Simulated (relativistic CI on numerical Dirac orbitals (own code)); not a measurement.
**One change at a time: K18+**

Base calculation: Dirac-Coulomb-Breit CI, KLI orbitals optimised for each configuration, model QED (radiative potential, 1s self-energy scaled to tabulated hydrogen-like ionisation energies).

Configurations in the expansion: 1s, 2s, 2p, 3s, 3p, 3d, 4s, 4p, 4d, 4f, 5s, 5p, 5d, 5f, 5g, 6s, 6p, 6d. Levels of other configurations are missing.

Variants: (1) QED terms removed; (2) non-relativistic limit. Shifts of the energy above 1s 2S_1/2, in eV, for the lowest level and the first level of each name with at least 55 % of one term (blank where a level changes its place among those of its configuration and J or its character, or is not in the variant):

```tsv
Level	Base	Δ(1)	Δ(2)
1s 2S_1/2	0.00	0.00	0.00
2p 2P°_1/2	3698.70	+1.36	-15.02
2s 2S_1/2	3698.89	+1.17	-15.21
2p 2P°_3/2	3704.69	+1.35	-21.01
3p 2P°_1/2	4385.67	+1.36	-19.83
3s 2S_1/2	4385.73	+1.30	-19.88
3d 2D_3/2	4387.44	+1.36	-21.60
3p 2P°_3/2	4387.45	+1.35	-21.60
3d 2D_5/2	4388.03	+1.36	-22.18
4p 2P°_1/2	4625.87	+1.36	-21.27
4s 2S_1/2	4625.89	+1.33	-21.29
4d 2D_3/2	4626.61	+1.36	-22.01
4p 2P°_3/2	4626.62	+1.36	-22.01
4f 2F°_5/2	4626.86	+1.36	-22.26
```
